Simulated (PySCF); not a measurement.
Harmonic spectrum computed at PBE0 in the def2-TZVP basis family (core potentials from Rb on, PySCF, no spin–orbit coupling):

```
symmetry  ω (cm⁻¹)  IR (km/mol)
      a'       199          4.9
      a'       267         52.4
      a'      1111         41.5
```

Task: Which molecule gave it? In each, all ligands are bound to the one heavy central atom.
A. BrTeN (singlet)
B. BrZrN (singlet)
C. BrTiN (singlet)
D. BrSeN (singlet)
E. BrSiN (singlet)

Result: D. It has Cs symmetry with Se–Br 2.442 Å, Se–N 1.601 Å.
